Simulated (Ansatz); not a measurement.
Consider the silylene formation by 1,1-elimination: `CO[SiH](C)F` → CH₄ + `CO[Si]F`.

Calculated with Ansatz (gas phase, PBE0-D4/def2-TZVP geometries, no zero-point term in ΔE). CBS: MP2 limit from def2 TZ/QZ plus the TZ coupled-cluster correction, frozen cores. This one scheme is used for every species. DFT in def2-TZVPP. Each species was taken in one conformer, which may not be the lowest.

CCSD(T)/CBS gives +140.5 kJ/mol.

(1) Another level gave +147.8 kJ/mol. Which?
A. PBE/def2-TZVPP
B. MP2/def2-TZVPP
C. ωB97M-V/def2-TZVPP
D. r2SCANh/def2-TZVPP

Largest T1 diagnostic among the species: 0.014.

Results:

(1) B. MP2/def2-TZVPP 147.8, r2SCANh 152.1, ωB97M-V 129.4, PBE 119.1 kJ/mol.

From BLYP to BHLYP (50 % exact exchange), in def2-TZVPP and without D4, ΔE moves by +43.9 kJ/mol. Leaving LDA and LC-ωPBE aside and taking each functional with its dispersion term where it has one, the values, not all of them listed here, spread over 51.1 kJ/mol, from BLYP-D4 to r2SCAN0-D4. LDA lies +31.3 kJ/mol from PBE without D4. The D4 term adds +11.1 kJ/mol with B3LYP and +6.1 kJ/mol with PBE0; it sums over pairs of atoms, weighted by their polarisabilities, and B3LYP, whose exchange is more repulsive, gets the larger term.

B3LYP here is the variant with VWN-RPA as its local correlation; programs differ in this.
